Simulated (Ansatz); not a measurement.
What each rung costs, and what it gives

Saddle point of SnH5SBr, closed shell (SnH₄S ([SH][SnH3]) + HBr → SnH₃Br ([Br][SnH3]) + H₂S; bonds formed: Sn1–Br7, S2–H6; bonds broken: Sn1–S2, H6–Br7), PBE0-D4/def2-TZVP structure:

```
8
angstrom
Sn -0.7344 -0.6625 -0.2771
S 1.4532 0.0867 1.0346
H -0.3286 -1.5337 -1.6708
H -0.9505 -1.8187 0.9925
H -2.0783 0.3677 -0.1860
H 1.4304 1.0309 -0.0568
Br 0.4510 1.6242 -1.6793
H 0.7572 0.9055 1.8428
```

Barriers are electronic and count from the start structure reached by relaxing down the imaginary mode.

Computed with Ansatz 0.2.0 (basis: as named in each row); correlated methods freeze the cores. Filled d shells of the heavier atoms are correlated. Core potentials replace the inner electrons of the atoms past krypton. The def2 sets are not built for correlating such inner shells, so the correlated values are less sure here. B3LYP uses VWN-RPA correlation. Extrapolation: Hartree–Fock as exp(−7.88 √X), correlation as X^−2.97.

Times are rough, for one single point on 4 threads of a shared host (Arm Neoverse V1).

The estimate by CCSD(T) at an estimated basis limit (MP2 extrapolated from triple and quadruple zeta, plus CCSD(T) − MP2 in triple zeta) is 68.0 kJ/mol.

```csv
method,basis,time (s),barrier (kJ/mol),method less estimate
SPW92,def2-SVP,under 1,38.5,-29.6
PBE-D4,def2-SVP,under 1,50.1,-17.9
SPW92,def2-TZVPP,1,37.8,-30.2
PBE0-D4,def2-SVP,1,61.5,-6.5
PBE-D4,def2-TZVPP,2,48.5,-19.5
BLYP-D4,def2-TZVPP,2,55.2,-12.8
B3LYP-D4,def2-TZVPP,3,63.2,-4.8
BHLYP-D4,def2-TZVPP,3,72.2,4.2
PBE0-D4,def2-TZVPP,3,58.6,-9.4
CAM-B3LYP-D4,def2-TZVPP,3,73.1,5.1
r2SCAN-D4,def2-TZVPP,4,53.9,-14.1
RPA on PBE,def2-TZVPP,5,79.1,11.1
r2SCAN0-D4,def2-TZVPP,5,61.7,-6.4
wB97M-V,def2-SVP,6,72.0,4.0
B2PLYP,def2-TZVPP,6,71.8,3.7
PBE-QIDH,def2-TZVPP,6,69.2,1.1
CCSD(T),def2-SVP,6,82.5,14.4
wB97X-V,def2-TZVPP,8,73.0,5.0
B97M-V,def2-TZVPP,9,64.7,-3.3
wB97M-V,def2-TZVPP,10,69.4,1.3
MP2,def2-QZVPP,18,70.0,2.0
CCSD(T),def2-TZVPP,140,79.4,11.4
```

All methods are single points on the PBE0-D4 structures.

The T1 diagnostic stays at or below 0.012.

Labels in which every atom is bracketed show which atoms are joined, not bond orders.
